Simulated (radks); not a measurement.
The numbers below are computed, except where a source is named.
Effect of the nuclear size on the antimony ion Sb+, [Kr] 4d10 5s2 5p2. Code: a radial shooting solver on a logarithmic mesh with Libxc functionals. Model: Dirac Kohn-Sham, exchange-only LDA, spin-unpolarised, spherical densities, finite nucleus; open shells fill j = l - 1/2 first; Fermi nuclear charge, rms radius 4.6802 fm. The rms radius is varied about that value; shifts are against it.

| rms radius (fm) | total energy shift (eV) | density at nucleus (e/bohr^3) | 1s1/2 shift (meV) | 2s1/2 shift (meV) | 4s1/2 shift (meV) | 4p1/2 shift (meV) | 5s1/2 shift (meV) |
|---|---|---|---|---|---|---|---|
| 4.0437 | -1.18 | 2.13e+05 | -493 | -56.8 | -2.19 | 0.193 | -0.227 |
| 4.3198 | -0.683 | 2.107e+05 | -286 | -33.0 | -1.27 | 0.112 | -0.132 |
| 4.6802 | 0 | 2.081e+05 | 0.000 | 0.000 | 0.000 | 0.000 | 0.000 |
| 5.0593 | 0.768 | 2.055e+05 | 322 | 37.1 | 1.43 | -0.126 | 0.148 |
| 5.1716 | 1.01 | 2.048e+05 | 421 | 48.6 | 1.87 | -0.165 | 0.194 |

Slopes of the eigenvalues against <r^2> in GHz/fm^2, as finite differences over the two radii next to the reference (eigenvalue slopes, not the field-shift constants of lines): 1s1/2 21200, 2s1/2 2450, 4s1/2 94.2, 4p1/2 -8.31, 5s1/2 9.76.
